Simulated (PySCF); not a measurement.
Ionisation energy of V⁶⁺ by level of theory

V⁶⁺ [Ne] 3s2 3p5 [3p1/2^2 3p3/2^3, M_J = 3/2] → V⁷⁺ [Ne] 3s2 3p4 [3p1/2^2 3p3/2^2, M_J = 2], as a difference of total energies. Calculation: PySCF 2.14, in an even-tempered Gaussian basis (20 s from 0.27 bohr⁻², ratio 2.4; 14 p from 0.35 bohr⁻², ratio 2.4; 5 d from 2.9 bohr⁻², ratio 2.6; 5 f from 4.4 bohr⁻², ratio 2.6); the two-component X2C-1e Hamiltonian. Correlated levels: 1s2 frozen; the 50 highest virtual spinors dropped. "Screened" scales the spin-orbit matrix elements by Boettger's factors to mimic the two-electron term; Breit and QED terms are absent.

```csv
method,ionisation energy (eV)
GHF (spin-free),148.98
GMP2 (spin-free),149.81
GHF (screened spin-orbit),148.89
GMP2 (screened spin-orbit),149.72
```

The labels give the starting determinants; with spin-orbit coupling the two ends relaxed to ⟨J²⟩ = 3.75, ⟨L²⟩ = 2.00, ⟨S²⟩ = 0.75 and ⟨J²⟩ = 6.01, ⟨L²⟩ = 2.09, ⟨S²⟩ = 1.96.

Task: Which method comes closest to the reference value, and which is furthest?

Result: The reference is 150.72 ± 0.13 eV (semi-empirical (NIST evaluation); NIST Atomic Spectra Database, ionization energies). Closest: GMP2 (spin-free) (error -0.910 eV); furthest: GHF (screened spin-orbit) (error -1.830 eV).
